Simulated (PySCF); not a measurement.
Predicted microwave data (PBE0/def2-SVPD in PySCF (dipole) on a GFN2-xTB geometry, gas phase) for one isomer of C3H8FNSi:

```
Rotational constants : A = 3674, B = 2601, C = 1841 MHz
Dipole components    : |μa| = 0.85 D, |μb| = 0.61 D, |μc| = 0.10 D
Inertial defect      : -57.31 u·Å²
κ                    : -0.17
```

Problem. Which structure is it? (One computed conformer of each.)
A. `[NH2:1][Si@@H:2]1[CH2:3][CH2:4][C@@H:5]1[F:6]` with H–N1–Si2–C3 40° and 178°
B. `[CH2:1]=[C:2]([CH2:3][F:4])[SiH2:5][NH2:6]` with C1–C2–C3–F4 -151°, C1–C2–Si5–N6 -6°, C2–Si5–N6–H 72° and -67°
C. `[F:1][CH2:2][CH2:3]/[CH:4]=[N:5]/[SiH3:6]` with F1–C2–C3–C4 180°, C2–C3–C4–N5 1°

Solution. A. It is N[Si@@H]1CC[C@@H]1F, an asymmetric top, point group C1. The candidates at the same level (rigid rotor, commonest isotopes):

```tsv
SMILES	A (MHz)	B (MHz)	C (MHz)	μa (D)	μb (D)	μc (D)	Δ (u·Å²)	point group	rotor
N[Si@@H]1CC[C@@H]1F	3674	2601	1841	0.85	0.61	0.10	-57.31	C1	asymmetric top
C=C(CF)[SiH2]N	4455	1857	1370	0.67	2.61	0.46	-16.68	C1	asymmetric top
FCC/C=N/[SiH3]	9617	1010	935.2	1.41	1.59	0.02	-12.35	–	near-prolate asymmetric top
```

`C=C(CF)[SiH2]N` has B 29 % too low; `FCC/C=N/[SiH3]` has A 162 % too high. No structure here is proved a minimum.
